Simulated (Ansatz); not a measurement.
Reaction (isomerisation): `O[SiH]O[SiH2]O`• → `O[SiH][SiH](O)O`•

Program: Ansatz. Geometries: PBE0-D4/def2-TZVP. ΔE: electronic, gas phase. CCSD(T)/CBS adds triple-zeta CCSD(T) − MP2 to the extrapolated MP2 energy (def2 sets, frozen cores). No spin–orbit coupling; open shells (•) take unrestricted orbitals. Each species was taken in one conformer, which may not be the lowest.

`O[SiH]O[SiH2]O`•:

```xyz
10

O    -1.735   -0.632    1.172
Si   -1.554   -1.019   -0.413
O    -0.001   -0.721   -0.893
Si    1.144    0.376   -0.539
O     0.583    1.226    0.766
H    -1.246    0.149    1.454
H    -1.797   -2.488   -0.529
H     1.359    1.308   -1.675
H     2.397   -0.337   -0.203
H     0.851    2.140    0.861
```

`O[SiH][SiH](O)O`•:

```xyz
10

O    -0.408   -2.514    0.383
Si   -0.846   -1.056    1.039
Si    0.251    0.681   -0.066
O    -0.616    2.060    0.166
O     0.212    0.108   -1.616
H    -0.325   -2.507   -0.575
H    -0.588   -1.174    2.501
H     1.674    0.999    0.272
H    -0.136    2.889    0.166
H     0.782    0.516   -2.270
```

| species | SCS-MP2/def2-QZVPP energy (Eh) |
| --- | --- |
| `O[SiH]O[SiH2]O`• | -806.69863 |
| `O[SiH][SiH](O)O`• | -806.64647 |

Question: Work out ΔE.

Answer: ΔE = (-806.64647) − (-806.69863) = 0.05216 Eh = +32.7 kcal/mol. CCSD(T)/CBS gives +29.8 kcal/mol.

Largest T1 diagnostic among the species: 0.015.

In def2-TZVPP, CCSD(T) changes the Hartree–Fock value by −6.1 kcal/mol (the triples alone add −0.7 kcal/mol) and MP2 by −3.9 kcal/mol. From PBE to PBE0 (25 % exact exchange), in def2-TZVPP and without D4, ΔE moves by +2.4 kcal/mol.
